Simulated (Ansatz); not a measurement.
`C[B]([SiH3])[SnH3]` + `[CH3][SbH][OH]` → `[OH][SbH][SiH3]` + `C[B](C)[SnH3]`  (redistribution)

Program: Ansatz. Geometries: PBE0-D4/def2-TZVP. ΔE: electronic, gas phase. CBS: MP2 limit from def2 TZ/QZ plus the TZ coupled-cluster correction, frozen cores. Functionals use def2-TZVPP. Elements past krypton have def2 core potentials. For Sb, Sn outer-core shells are correlated without core-valence functions, which leaves a few kJ/mol of doubt a bond. One conformer a species, not always the lowest.

`C[B]([SiH3])[SnH3]`:

```xyz
13

C    -1.801    0.174    0.048
B    -0.259    0.057   -0.084
Si    0.788    1.104   -1.447
Sn    0.898   -1.276    1.333
H    -2.324    0.515   -0.849
H    -2.318   -0.683    0.485
H    -1.909    0.996    0.781
H     2.086    1.602   -0.911
H     0.047    2.254   -2.041
H     1.099    0.143   -2.547
H    -0.079   -2.491    2.044
H     1.551   -0.343    2.613
H     2.220   -2.054    0.576
```

`[CH3][SbH][OH]`:

Z-matrix (Å, degrees):
```
C
Sb 1 2.142
H 1 1.090 2 109.7
H 1 1.091 2 110.0 3 120.4
H 1 1.090 2 108.1 3 -119.7
O 2 1.977 1 93.0 3 83.6
H 2 1.720 1 92.6 3 178.5
H 6 0.960 2 110.4 1 -143.6
```

`[OH][SbH][SiH3]`:

```xyz
8

O    -0.128   -1.514   -1.404
Sb    1.188   -0.142   -0.835
Si   -0.277    0.591    1.159
H     0.335   -2.264   -1.784
H     0.520    1.117   -1.794
H    -1.703    0.682    0.758
H     0.197    1.920    1.635
H    -0.132   -0.391    2.265
```

`C[B](C)[SnH3]`:

Z-matrix (Å, degrees):
```
C
B 1 1.557
H 1 1.103 2 104.6
H 1 1.094 2 114.0 3 -115.6
H 1 1.092 2 115.8 3 115.7
C 2 1.556 1 121.5 3 94.9
Sn 2 2.271 1 118.9 3 -85.1
H 6 1.092 2 115.4 1 -147.5
H 6 1.094 2 114.3 1 -18.6
H 6 1.103 2 104.6 1 97.4
H 7 1.715 2 112.0 1 -60.0
H 7 1.715 2 111.8 1 58.5
H 7 1.714 2 113.6 1 179.0
```

| level | ΔE (kJ/mol) |
| --- | --- |
| r2SCAN-D4 | -64.8 |
| ωB97M-V | -65.3 |

**Question.** What does CCSD(T)/CBS give? (Best estimate.)

**Answer.** The calculation gave: -59.5 kJ/mol. The listed levels differ from it by -5.3, -5.8 kJ/mol.

Largest T1 diagnostic among the species: 0.014.

In def2-TZVPP, CCSD(T) changes the Hartree–Fock value by +8.5 kJ/mol (the triples alone add +1.1 kJ/mol) and MP2 by +4.8 kJ/mol.
